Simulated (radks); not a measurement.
Q: Species: Ca0.4+. Configuration: [Ar] 4s(up 1, down 0.6) (fractional occupations, a model configuration). All-electron calculation, non-relativistic Kohn-Sham, TPSS, spin-polarised, spherical densities, point nucleus; meta-GGA in the generalised Kohn-Sham scheme. Program: a radial shooting solver on a logarithmic mesh with Libxc functionals. Some entries of the table are withheld. Estimate them.

| orbital | occ. | eigenvalue (eV) | <r> (bohr) | <r^2> (bohr^2) |
|---|---|---|---|---|
| 1s up | 1 | -3941.393 | 0.07731 | 0.008024 |
| 1s down | 1 | -3941.383 | 0.07731 | 0.008024 |
| 2s up | 1 | -415.6216 | 0.3661 | 0.1587 |
| 2s down | 1 | -415.6112 | 0.3661 | 0.1587 |
| 2p up | 3 | (1) | 0.3286 | 0.1335 |
| 2p down | 3 | (2) | 0.3286 | 0.1335 |
| 3s up | 1 | -50.0556 | 1.161 | 1.554 |
| 3s down | 1 | -50.0213 | 1.161 | 1.553 |
| 3p up | 3 | -30.9813 | 1.270 | 1.900 |
| 3p down | 3 | -30.9423 | 1.268 | 1.895 |
| 4s up | 1 | (3) | (4) | 17.11 |
| 4s down | 0.6 | (5) | (6) | 17.46 |

A: 
(1) 2p up eigenvalue (eV): -338.0087
(2) 2p down eigenvalue (eV): -337.9984
(3) 4s up eigenvalue (eV): -5.9017
(4) 4s up <r> (bohr): 3.884
(5) 4s down eigenvalue (eV): -5.4731
(6) 4s down <r> (bohr): 3.915
